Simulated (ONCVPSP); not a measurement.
# Bi: ONCV pseudisation with PBE, scalar-relativistic reference atom.

| Quantity | Value |
| --- | --- |
| Element | Bi (Z = 83) |
| Generator | ONCVPSP 4.0.1 |
| Type | optimised norm-conserving Vanderbilt (ONCV) |
| Functional | PBE |
| Relativity | scalar-relativistic |
| Frozen core | [Kr] 4d10 4f14 |
| Valence charge | 23 |
| Reference configuration | 5s2 5p6 5d10 6s2 6p1 (charge +2) |
| Partial waves | 5s+6s: rc 1.60 bohr, ncon 3, nbas 7, qcut 7.3 1/bohr, 2 projectors; 5p+6p: rc 1.80 bohr, ncon 4, nbas 7, qcut 7.3 1/bohr, 2 projectors; 5d: rc 2.00 bohr, ncon 4, nbas 8, qcut 7.2 1/bohr, 2 projectors, debl 2.8 Ha |
| Local potential | polynomial inside 1.05 bohr (lpopt 3, dvloc0 4 Ha) |
| Core correction | Teter function, fcfact 5.25, rcfact 1.45 |

What the tests gave:

| Quantity | Value |
| --- | --- |
| Cutoffs needed | 21 Ha and 24 Ha (the cutoffs (Ha) at which the residual kinetic energy of the hardest occupied pseudo-wave falls to 1 and 0.1 mHa per electron) |
| Ghost test | no bound ghost flagged; no localised positive-energy state flagged |
| Largest excitation error | -278 meV (all-electron minus pseudo) for 5s2 5p5 5d10 6s2 6p3, out of 4 test configurations |
| rms error of d²Exc/dni dnj | 6.75 mHa without and 2.24 mHa with the model core |

Generation and tests took about 4.1 s on one core of a shared server CPU.
